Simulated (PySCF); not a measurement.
CHO2 (SMILES O=[C-]O), charge -1, singlet, geometry from GFN2-xTB; BLYP/6-31G** in PySCF.

Input for PySCF:
```python
from pyscf import gto, scf, dft

mol = gto.Mole()
mol.atom = '''
    O    -1.06017647   -0.42035133   -0.00039719
    C     0.00193940    0.63730099   -0.02155352
    O     1.13549551    0.10277181    0.01219052
    H    -0.61418871   -1.28316976    0.03497448
'''
mol.basis = '6-31g**'
mol.charge = -1
mol.verbose = 4
mol.build()

mf = dft.RKS(mol)
mf.xc = 'blyp'
mf.DIIS = scf.EDIIS
mf.kernel()
```

**Question.** Predict the main parts of the log of this PySCF run.

**Answer.** 
```
PySCF version 2.14.0

[INPUT] verbose = 4
[INPUT] num. atoms = 4
[INPUT] num. electrons = 24
[INPUT] charge = -1
[INPUT] spin (= nelec alpha-beta = 2S) = 0
[INPUT] symmetry False subgroup None
[INPUT] Mole.unit = angstrom
[INPUT] Symbol           X                Y                Z      unit          X                Y                Z       unit  Magmom
[INPUT]  1 O     -1.060176470000  -0.420351330000  -0.000397190000 AA   -2.003443172008  -0.794348889797  -0.000750580319 Bohr   0.0
[INPUT]  2 C      0.001939400000   0.637300990000  -0.021553520000 AA    0.003664934846   1.204324330014  -0.040730249820 Bohr   0.0
[INPUT]  3 O      1.135495510000   0.102771810000   0.012190520000 AA    2.145775529573   0.194210574226   0.023036744116 Bohr   0.0
[INPUT]  4 H     -0.614188710000  -1.283169760000   0.034974480000 AA   -1.160648450700  -2.424839417724   0.066092188549 Bohr   0.0

nuclear repulsion = 60.0347626752987
number of shells = 21
number of NR pGTOs = 88
number of NR cGTOs = 47
basis = 6-31g**
ecp = {}

******** <class 'pyscf.dft.rks.RKS'> ********
method = RKS
initial guess = minao
damping factor = 0
level_shift factor = 0
DIIS = <class 'pyscf.scf.diis.EDIIS'>
diis_start_cycle = 1
diis_space = 8
diis_damp = 0
SCF conv_tol = 1e-09
SCF conv_tol_grad = None
SCF max_cycles = 50
direct_scf = True
direct_scf_tol = 1e-13
XC library pyscf.dft.libxc version 7.1.2
    S. Lehtola, C. Steigemann, M. J. T. Oliveira, and M. A. L. Marques,  SoftwareX 7, 1–5 (2018)
XC functionals = blyp
    A. D. Becke,  Phys. Rev. A 38, 3098 (1988)
    C. Lee, W. Yang, and R. G. Parr,  Phys. Rev. B 37, 785 (1988)
    B. Miehlich, A. Savin, H. Stoll, and H. Preuss,  Chem. Phys. Lett. 157, 200 (1989)
radial grids:
    Treutler-Ahlrichs [JCP 102, 346 (1995); DOI:10.1063/1.469408] (M4) radial grids

becke partition: Becke, JCP 88, 2547 (1988); DOI:10.1063/1.454033
pruning grids: <function nwchem_prune>
grids dens level: 3
symmetrized grids: False
atomic radii adjust function: <function treutler_atomic_radii_adjust>
small_rho_cutoff = 0
Set gradient conv threshold to 3.16228e-05
Initial guess from minao.
tot grids = 52096
init E= -189.211966241062
  HOMO = -0.243938037053271  LUMO = -0.0835167546100757  gap/eV = 4.36529
cycle= 1 E= -188.832089778591  delta_E= 0.38  |g|= 1.11  |ddm|= 2.19
  HOMO = 0.275588541738727  LUMO = 0.378683012769828  gap/eV = 2.80534
cycle= 2 E= -187.801147443929  delta_E= 1.03  |g|= 2.42  |ddm|= 3.88
  HOMO = 0.138985730822157  LUMO = 0.271199328226182  gap/eV = 3.59772
cycle= 3 E= -188.756249673393  delta_E= -0.955  |g|= 1.22  |ddm|= 3.73
  HOMO = 0.0875178310353291  LUMO = 0.229217568894244  gap/eV = 3.85585
cycle= 4 E= -188.831740085452  delta_E= -0.0755  |g|= 1.12  |ddm|= 0.809
  HOMO = 0.0843453725969412  LUMO = 0.22589725048645  gap/eV = 3.85182
cycle= 5 E= -188.851441068343  delta_E= -0.0197  |g|= 1.07  |ddm|= 0.0775
  HOMO = 0.0843453727311942  LUMO = 0.225897250438744  gap/eV = 3.85182
cycle= 6 E= -188.851441063844  delta_E= 4.5e-09  |g|= 1.07  |ddm|= 1.1e-08
  HOMO = 0.0843453725261747  LUMO = 0.225897250449239  gap/eV = 3.85182
cycle= 7 E= -188.851441068014  delta_E= -4.17e-09  |g|= 1.07  |ddm|= 1.27e-08
  HOMO = 0.0843453725740493  LUMO = 0.225897250467964  gap/eV = 3.85182
cycle= 8 E= -188.851441067958  delta_E= 5.6e-11  |g|= 1.07  |ddm|= 1.89e-09
  HOMO = 0.0843453732174306  LUMO = 0.225897251948988  gap/eV = 3.85182
cycle= 9 E= -188.851441120464  delta_E= -5.25e-08  |g|= 1.07  |ddm|= 8.65e-08
  HOMO = 0.0843453725868497  LUMO = 0.225897250485359  gap/eV = 3.85182
cycle= 10 E= -188.851441068479  delta_E= 5.2e-08  |g|= 1.07  |ddm|= 8.57e-08
  HOMO = 0.247583231352458  LUMO = 0.351683726807607  gap/eV = 2.83272
cycle= 11 E= -186.961755830922  delta_E= 1.89  |g|= 2.94  |ddm|= 4.09
  HOMO = 0.167861872996243  LUMO = 0.307634573505062  gap/eV = 3.80341
cycle= 12 E= -188.105157026014  delta_E= -1.14  |g|= 2.13  |ddm|= 4.59
  HOMO = 0.154015453961344  LUMO = 0.26131769079783  gap/eV = 2.91984
cycle= 13 E= -188.387277918538  delta_E= -0.282  |g|= 1.84  |ddm|= 1.94
  HOMO = 0.137220324742545  LUMO = 0.272124753539584  gap/eV = 3.67094
cycle= 14 E= -188.751788040221  delta_E= -0.365  |g|= 1.25  |ddm|= 0.615
  HOMO = 0.13722032468333  LUMO = 0.27212475351049  gap/eV = 3.67094
cycle= 15 E= -188.751788041043  delta_E= -8.22e-10  |g|= 1.25  |ddm|= 1.44e-09
  HOMO = 0.13722032473922  LUMO = 0.272124753538889  gap/eV = 3.67094
cycle= 16 E= -188.751788040261  delta_E= 7.82e-10  |g|= 1.25  |ddm|= 1.32e-09
  HOMO = 0.13722032546519  LUMO = 0.27212475376367  gap/eV = 3.67094
cycle= 17 E= -188.751788031088  delta_E= 9.17e-09  |g|= 1.25  |ddm|= 2.65e-08
  HOMO = 0.137220320704827  LUMO = 0.272124750475097  gap/eV = 3.67094
cycle= 18 E= -188.751788103641  delta_E= -7.26e-08  |g|= 1.25  |ddm|= 1.2e-07
  HOMO = 0.137220324729083  LUMO = 0.272124753526532  gap/eV = 3.67094
cycle= 19 E= -188.751788040452  delta_E= 6.32e-08  |g|= 1.25  |ddm|= 1.17e-07
  HOMO = 0.242702190351973  LUMO = 0.331543658565904  gap/eV = 2.41750
cycle= 20 E= -184.864291762448  delta_E= 3.89  |g|= 3.73  |ddm|= 5.34
  HOMO = 0.23657895654107  LUMO = 0.398362072444306  gap/eV = 4.40234
cycle= 21 E= -185.553569364555  delta_E= -0.689  |g|= 3.73  |ddm|= 6.34
  HOMO = 0.168490538563698  LUMO = 0.317303075738751  gap/eV = 4.04940
cycle= 22 E= -185.278042426566  delta_E= 0.276  |g|= 3.33  |ddm|= 5.86
  HOMO = 0.0845842145076983  LUMO = 0.238498812928495  gap/eV = 4.18823
cycle= 23 E= -188.930972546157  delta_E= -3.65  |g|= 0.788  |ddm|= 5.66
  HOMO = 0.0845842149674216  LUMO = 0.238498813449801  gap/eV = 4.18823
cycle= 24 E= -188.930972545145  delta_E= 1.01e-09  |g|= 0.788  |ddm|= 1.34e-08
  HOMO = 0.0845842145356204  LUMO = 0.238498812953257  gap/eV = 4.18823
cycle= 25 E= -188.930972546016  delta_E= -8.71e-10  |g|= 0.788  |ddm|= 1.32e-08
  HOMO = 0.0845842145196105  LUMO = 0.238498812939201  gap/eV = 4.18823
cycle= 26 E= -188.930972546099  delta_E= -8.27e-11  |g|= 0.788  |ddm|= 2.35e-10
  HOMO = 0.0845842145586539  LUMO = 0.23849881296825  gap/eV = 4.18823
cycle= 27 E= -188.930972545837  delta_E= 2.61e-10  |g|= 0.788  |ddm|= 8.15e-10
  HOMO = 0.0845842146447691  LUMO = 0.238498813148264  gap/eV = 4.18823
cycle= 28 E= -188.930972546598  delta_E= -7.61e-10  |g|= 0.788  |ddm|= 1.07e-08
  HOMO = 0.317959629637583  LUMO = 0.372179515962569  gap/eV = 1.47540
cycle= 29 E= -179.647426131266  delta_E= 9.28  |g|= 5.31  |ddm|= 6.34
  HOMO = 0.347732716154687  LUMO = 0.479582408439009  gap/eV = 3.58781
cycle= 30 E= -176.168937337344  delta_E= 3.48  |g|= 5.54  |ddm|= 14.5
  HOMO = -0.0287091142156126  LUMO = 0.499363385744368  gap/eV = 14.36958
cycle= 31 E= -183.655488301109  delta_E= -7.49  |g|= 3.93  |ddm|= 14.4
  HOMO = 0.202549562530062  LUMO = 0.339729916814086  gap/eV = 3.73287
cycle= 32 E= -186.502809582675  delta_E= -2.85  |g|=  2.5  |ddm|= 2.63
  HOMO = 0.202549561561126  LUMO = 0.339729913562524  gap/eV = 3.73287
cycle= 33 E= -186.50280960279  delta_E= -2.01e-08  |g|=  2.5  |ddm|= 5.53e-08
  HOMO = 0.202549561938723  LUMO = 0.339729915673571  gap/eV = 3.73287
cycle= 34 E= -186.502809587732  delta_E= 1.51e-08  |g|=  2.5  |ddm|= 3.39e-08
  HOMO = 0.202549562465286  LUMO = 0.339729916841837  gap/eV = 3.73287
cycle= 35 E= -186.502809581923  delta_E= 5.81e-09  |g|=  2.5  |ddm|= 2.18e-08
  HOMO = 0.202549562392769  LUMO = 0.339729916900977  gap/eV = 3.73287
cycle= 36 E= -186.50280958084  delta_E= 1.08e-09  |g|=  2.5  |ddm|= 1.73e-09
  HOMO = 0.202549562476399  LUMO = 0.339729916816219  gap/eV = 3.73287
cycle= 37 E= -186.502809582229  delta_E= -1.39e-09  |g|=  2.5  |ddm|= 2.13e-09
  HOMO = 0.211539477186198  LUMO = 0.419890088558021  gap/eV = 5.66951
cycle= 38 E= -175.23725595062  delta_E= 11.3  |g|= 5.38  |ddm|= 5.05
  HOMO = 0.30441236300932  LUMO = 0.475960959654828  gap/eV = 4.66808
cycle= 39 E= -165.867000973756  delta_E= 9.37  |g|= 6.33  |ddm|= 14.7
  HOMO = -0.00639335660470186  LUMO = 0.541717576801656  gap/eV = 14.91486
cycle= 40 E= -183.913391899484  delta_E=  -18  |g|= 3.76  |ddm|= 14.3
  HOMO = 0.0922591933345207  LUMO = 0.553293944225712  gap/eV = 12.54539
cycle= 41 E= -185.021753340607  delta_E= -1.11  |g|= 3.19  |ddm|= 0.958
  HOMO = 0.0922591934270862  LUMO = 0.553293944233237  gap/eV = 12.54539
cycle= 42 E= -185.02175334148  delta_E= -8.73e-10  |g|= 3.19  |ddm|= 2.15e-09
  HOMO = 0.0922591933859906  LUMO = 0.553293944290835  gap/eV = 12.54539
cycle= 43 E= -185.02175334098  delta_E= 5e-10  |g|= 3.19  |ddm|= 3.9e-10
  HOMO = 0.0922591934087373  LUMO = 0.553293944219333  gap/eV = 12.54539
cycle= 44 E= -185.02175334133  delta_E= -3.5e-10  |g|= 3.19  |ddm|= 7.04e-10
  HOMO = 0.0922591934155315  LUMO = 0.553293944232665  gap/eV = 12.54539
cycle= 45 E= -185.02175334137  delta_E= -4.01e-11  |g|= 3.19  |ddm|= 3.52e-10
  HOMO = 0.092259193403494  LUMO = 0.553293944269391  gap/eV = 12.54539
cycle= 46 E= -185.021753341187  delta_E= 1.83e-10  |g|= 3.19  |ddm|= 3.56e-10
  HOMO = 0.241671970616952  LUMO = 0.41704998856906  gap/eV = 4.77228
cycle= 47 E= -174.071972736847  delta_E= 10.9  |g|= 5.61  |ddm|= 5.21
  HOMO = 0.217923935888654  LUMO = 0.422046417425966  gap/eV = 5.55446
cycle= 48 E= -164.467297542391  delta_E=  9.6  |g|= 6.39  |ddm|= 12.9
  HOMO = 0.0621663804436388  LUMO = 0.591374977340048  gap/eV = 14.40050
cycle= 49 E= -184.350621393331  delta_E= -19.9  |g|= 3.55  |ddm|= 13.5
  HOMO = 0.0818669459953534  LUMO = 0.596713939541565  gap/eV = 14.00970
cycle= 50 E= -184.610498687993  delta_E= -0.26  |g|= 3.41  |ddm|= 0.201
SCF not converged.
SCF energy = -184.610498687993
```

The run did not converge; its last values are not results.
